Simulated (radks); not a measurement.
The iron ion Fe3+, configuration [Ar] 3d5. All-electron calculation, Dirac Kohn-Sham, LDA (Slater exchange, Perdew-Wang correlation), spin-unpolarised, spherical densities, finite nucleus; open shells are shared between the two j in proportion to 2j + 1; Fermi nuclear charge, rms radius 3.7377 fm. Program: a radial shooting solver on a logarithmic mesh with Libxc functionals.

Normalised radial functions P(r) = r R(r) (large component), r in bohr:

```
   r/bohr * 2p3/2, o 3p3/2, + 3d5/2 (the largest magnitude, 2, reaches the edge; | marks zero, & curves that meet)
 0.005056                             &
 0.006428                             &
 0.008171                             &
  0.01039                             &*
  0.01321                             &*
  0.01679                             +o*
  0.02134                             +o*
  0.02713                             +o  *
  0.03449                             + o  *
  0.04384                             +  o    *
  0.05574                             +   o      *
  0.07085                             +    o         *
  0.08936                             |+     o           *
   0.1136                             |+      o              *
   0.1444                             | +     o                 *
   0.1836                             |   +  o                   *
   0.2334                             |    &                   *
   0.2967                             o      +             *
   0.3771                       o     |         +    *
   0.4794                  o          |        *  +
   0.6095              o              |   *        +
   0.7748             o               |*           +
    0.985                o            *           +
    1.252                    o        *         +
    1.592                        o    *      +
    2.024                           o *   +
    2.572                            o* +
     3.27                             &+
```

2p3/2: eigenvalue -731.90 eV, 0 radial nodes, <r> = 0.237 bohr, 90 % of the charge inside 0.388 bohr. 3p3/2: eigenvalue -96.363 eV, 1 radial node at r = 0.299 bohr, <r> = 0.849 bohr, 90 % of the charge inside 1.31 bohr. 3d5/2: eigenvalue -43.444 eV, 0 radial nodes, <r> = 0.989 bohr, 90 % of the charge inside 1.66 bohr.
